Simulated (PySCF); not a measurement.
## Correlation energy of Er⁵¹⁺ (erbium, charge +51)

[Ne] 3s2 3p5, 2P determinant. Computed with PySCF 2.14 in an even-tempered Gaussian basis (16 s from 12 bohr⁻², ratio 2.5; 10 p from 15 bohr⁻², ratio 2.5; 4 d from 64 bohr⁻², ratio 2.7; 4 f from 97 bohr⁻², ratio 2.7), with the non-relativistic Hamiltonian (point nucleus). Frozen: 1s2; 15 electrons correlated; the 17 highest virtual orbitals of each spin left out.

```tsv
level	correlation energy (mhartree)
CCSD	-611.25
(T)	-0.99
CCSD(T)	-612.24
```

Diagnostics: T1 = 0.00047, D1 = 0.0023, largest double amplitude 0.021.

A non-relativistic calculation at this Z misses sizeable relativistic shifts. Spin-orbit coupling, absent here, splits the open shell strongly.

Cost of the coupled-cluster step: roughly 50 core-seconds, for 15 correlated electrons.

Iterations:

```
CC2 = 0
CCSD nocc = (np.int64(8), np.int64(7)), nmo = (76, 76)
frozen orbitals [[0, 77, 78, 79, 80, 81, 82, 83, 84, 85, 86, 87, 88, 89, 90, 91, 92, 93], [0, 77, 78, 79, 80, 81, 82, 83, 84, 85, 86, 87, 88, 89, 90, 91, 92, 93]]
max_cycle = 100
direct = 0
conv_tol = 1e-08
conv_tol_normt = 1e-06
diis_space = 8
diis_start_cycle = 0
Init t2, MP2 energy = -0.596298659104707
Init E_corr(UCCSD) = -0.596298659105809
cycle = 1  E_corr(UCCSD) = -0.608651131628467  dE = -0.0123524725  norm(t1,t2) = 0.00703958
cycle = 2  E_corr(UCCSD) = -0.610800910156022  dE = -0.00214977853  norm(t1,t2) = 0.00136518
cycle = 3  E_corr(UCCSD) = -0.611257692512362  dE = -0.000456782356  norm(t1,t2) = 0.000292393
cycle = 4  E_corr(UCCSD) = -0.611250081138037  dE = 7.61137432e-06  norm(t1,t2) = 1.36865e-05
cycle = 5  E_corr(UCCSD) = -0.611250109820585  dE = -2.86825474e-08  norm(t1,t2) = 8.67061e-07
cycle = 6  E_corr(UCCSD) = -0.611250137529294  dE = -2.77087091e-08  norm(t1,t2) = 3.5446e-08
cycle = 7  E_corr(UCCSD) = -0.611250136445495  dE = 1.08379883e-09  norm(t1,t2) = 3.71148e-09
UCCSD converged
E(UCCSD) = -9967.991902794256  E_corr = -0.611250136445495
UCCSD(T) correction = -0.000985299577690002
```

At this charge a non-relativistic calculation is a model, useful for the Z dependence of the correlation energy.
